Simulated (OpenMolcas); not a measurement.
## Lines of N+: computed and rescaled rates

```json
{
 "Program": "OpenMolcas 26.06",
 "Method": "MS-CASPT2, IPEA 0.25 Eh, imaginary shift 0.1 Eh (closed shells correlated: 1s)",
 "Basis": "ANO-RCC-VQZP [5s4p3d2f1g]",
 "Scalar Hamiltonian": "DKH2, point nucleus",
 "Active space": "4 electrons in 4 orbitals (2s 2p)",
 "State averaging": "2S+1 = 3 even, 6 roots; 2S+1 = 1 even, 6 roots; 2S+1 = 5 odd, 1 root; 2S+1 = 3 odd, 9 roots; 2S+1 = 1 odd, 8 roots",
 "Spin-orbit coupling": "state interaction with AMFI integrals over the reference wave functions, term energies averaged over their components"
}
```

Rates come from the transition moments of the reference wave functions (E1 and E2 in the length form). At fixed line strength A goes as λ^-3 for E1 and M1 and as λ^-5 for E2, so a rate at the computed wavelength can be rescaled to the measured one. Measured vacuum wavelengths follow from level energies in NIST Handbook of Basic Atomic Spectroscopic Data. Branching counts decays inside the model space alone, at computed energies, and the table is only a selection of the E1 lines, drawn from those between levels with measured partners whose computed energy lies within a factor of 1.5 of the measured one.

| Upper | Lower | Type | λ computed (nm) | λ measured (nm) | A computed (s-1) | A rescaled (s-1) | Branching % |
| --- | --- | --- | --- | --- | --- | --- | --- |
| 2s 2p³ ¹P°₁ | 2s² 2p² ¹D₂ | E1 | 67.28 | 66.03 | 7.33e+09 | 7.75e+09 | 82.1 |
| 2s 2p³ ³S°₁ | 2s² 2p² ³P₂ | E1 | 63.78 | 64.52 | 6.65e+09 | 6.42e+09 | 55.6 |
| 2s 2p³ ¹D°₂ | 2s² 2p² ¹D₂ | E1 | 76.54 | 77.6 | 5.03e+09 | 4.83e+09 | 100.0 |
| 2s 2p³ ³S°₁ | 2s² 2p² ³P₁ | E1 | 63.74 | 64.48 | 3.99e+09 | 3.85e+09 | 33.3 |
| 2s 2p³ ³P°₀ | 2s² 2p² ³P₁ | E1 | 92.44 | 91.6 | 1.66e+09 | 1.71e+09 | 100.0 |
| 2s 2p³ ¹P°₁ | 2s² 2p² ¹S₀ | E1 | 75.65 | 74.58 | 1.59e+09 | 1.66e+09 | 17.9 |
| 2s 2p³ ³S°₁ | 2s² 2p² ³P₀ | E1 | 63.72 | 64.46 | 1.33e+09 | 1.28e+09 | 11.1 |
| 2s 2p³ ³P°₂ | 2s² 2p² ³P₂ | E1 | 92.51 | 91.67 | 1.25e+09 | 1.28e+09 | 75.2 |
| 2s 2p³ ³P°₁ | 2s² 2p² ³P₂ | E1 | 92.51 | 91.67 | 6.87e+08 | 7.06e+08 | 41.5 |
| 2s 2p³ ³D°₃ | 2s² 2p² ³P₂ | E1 | 111.4 | 108.6 | 5.61e+08 | 6.06e+08 | 100.0 |
| 2s 2p³ ³P°₁ | 2s² 2p² ³P₀ | E1 | 92.4 | 91.56 | 5.51e+08 | 5.66e+08 | 33.2 |
| 2s 2p³ ³D°₂ | 2s² 2p² ³P₁ | E1 | 111.3 | 108.5 | 4.25e+08 | 4.59e+08 | 75.5 |
| 2s 2p³ ³P°₁ | 2s² 2p² ³P₁ | E1 | 92.44 | 91.6 | 4.19e+08 | 4.31e+08 | 25.3 |
| 2s 2p³ ³P°₂ | 2s² 2p² ³P₁ | E1 | 92.44 | 91.6 | 4.10e+08 | 4.21e+08 | 24.8 |
| 2s 2p³ ³D°₁ | 2s² 2p² ³P₀ | E1 | 111.3 | 108.4 | 3.15e+08 | 3.41e+08 | 56.0 |
| 2s 2p³ ³D°₁ | 2s² 2p² ³P₁ | E1 | 111.3 | 108.5 | 2.33e+08 | 2.52e+08 | 41.4 |
| 2s 2p³ ³D°₂ | 2s² 2p² ³P₂ | E1 | 111.4 | 108.6 | 1.37e+08 | 1.48e+08 | 24.5 |
| 2s 2p³ ³D°₁ | 2s² 2p² ³P₂ | E1 | 111.4 | 108.6 | 1.51e+07 | 1.63e+07 | 2.7 |
| 2s 2p³ ⁵S°₂ | 2s² 2p² ³P₂ | E1 | 225.2 | 214.3 | 1.80e+02 |  | 74.8 |
| 2s 2p³ ⁵S°₂ | 2s² 2p² ³P₁ | E1 | 224.8 | 214 | 6.08e+01 |  | 25.2 |

Spin-changing lines and M1 lines between different terms are not rescaled, since their strength hangs on the term gaps too.

The largest correction is for 2s 2p³ ³D°₁ → 2s² 2p² ³P₀ (E1): 3.15e+08 × (111.3 / 108.4)^3 = 3.41e+08 s-1, a factor of 1.08.

The computed rate and branching of 2s 2p³ ³P°₀ → 2s² 2p² ³P₁ give the upper level a radiative lifetime of 1.000 / 1.66e+09 s-1 = 6.02e-10 s, counting decays inside the model space alone. The rescaled rate gives about 5.9e-10 s.

The computed order of these levels differs from the measured one in 2 places, and where term gaps are wrong the rates of spin-changing lines can be off by large factors.

No measured rate stands beside these. Rescaling mends the energy factor alone: line strengths can still be far off where a level mixes with configurations outside the active space, and weak or spin-changing lines hang on small mixing coefficients that depend on the term gaps too, so rescaling need not improve them.

Term energies are means over components that CASPT2 splits; among the terms shown or strongly mixed into the levels shown the widest spread is 580 cm-1 (2s 2p³ ³D°). Measured partners are found by configuration, term and J. A level has none where our copy of the source lacks it or the pairing is in doubt (some pairs that miss far off the trend of their configuration count as doubtful). Only configurations of the active space appear.

° marks odd parity.
